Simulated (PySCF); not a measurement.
Compound: C₄H₂BF₃.
Structure used (GFN2-xTB), in Å, numbered top down from 1:
```
atom  x, y, z in Å
F1    -2.0231    1.4182   -0.4952
C2    -2.2864    0.3880    0.3071
C3    -1.3408   -0.4280    0.7697
C4     0.0239   -0.2911    0.4700
C5     1.2016   -0.1710    0.2139
B6     2.6710   -0.0307   -0.1025
F7     3.5749   -0.8840    0.3390
F8     3.1515    0.9498   -0.8391
H9    -3.3402    0.3007    0.5293
H10   -1.6234   -1.2471    1.4140
```

Level of theory: TDDFT PBE0/def2-SVPD, vertical, gas phase, core orbitals frozen in the response in PySCF.

```
state  E (eV)  λ (nm)       f  |μ| (D)  main configurations (H = HOMO, L = LUMO)
   S1    4.67   265.4  0.0006     0.18                               H-1→L (98%)
   S2    5.07   244.4   0.380     4.45                                 H→L (87%)
   S3    6.12   202.6  0.0012     0.23                               H→L+1 (92%)
   S4    6.92   179.2   0.107     2.02    H-2→L (73%), H→L+2 (12%), H-1→L+1 (9%)
   S5    7.21   172.1  0.0004     0.13     H→L+3 (70%), H→L+4 (12%), H→L+2 (10%)
   S6    7.56   163.9   0.070     1.56                H-1→L+2 (62%), H→L+2 (16%)
```

Triplets (Tamm–Dancoff): T1 3.13 eV, H→L (95%); T2 4.34 eV, H-1→L (95%).

The lowest singlet lies at 4.67 eV (265 nm, ultraviolet) and is very weak; its leading configuration is HOMO-1→LUMO (98%). The most intense listed level is S2 at 5.07 eV (244 nm, f = 0.380), 0.40 eV above S1. Löwdin shares by element: HOMO carbon 82% (atoms not listed hold the other 18%); LUMO carbon 56% or more, boron 14% (atoms not listed hold the other 30%). The oscillator strengths of these states sum to 0.559; summed over the whole spectrum of an exact calculation they would give the number of electrons, 58 (Thomas–Reiche–Kuhn). Of the 6 states listed, 3 reach f = 0.01 and 1 stays under 0.0005. The listed states span 2.89 eV, and the widest gap between neighbours is 1.05 eV (S2 to S3). No computed singlet lies in the visible range (380 to 750 nm); the lowest, at 265 nm, stands 1.41 eV above its violet end (3.26 eV); a Tamm–Dancoff triplet lies at 396 nm, without intensity as long as spin–orbit coupling is left out. Singlets were solved by full linear response, triplets in the Tamm–Dancoff approximation.
